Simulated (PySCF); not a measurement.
## C2H3N2, SMILES `N#C[N]C` (charge 0, multiplicity 2)

Calculation: PBE-D3(BJ)/def2-TZVP run with PySCF.

highest occupied spin orbital: -6.87 eV
dipole moment: 3.77 D
total energy: -187.2940 Ha
cost: about 4 core-minutes (a rough figure)

```xyz
7

C     -0.8522     0.1038    -0.0239
N      0.3196    -0.6818    -0.3427
C      1.4833    -0.2701    -0.0087
N      2.6148     0.0196     0.2554
H     -0.6434     1.0482     0.4986
H     -1.5267    -0.5224     0.5841
H     -1.3954     0.3027    -0.9628
```
Charge 0, spin multiplicity 2.
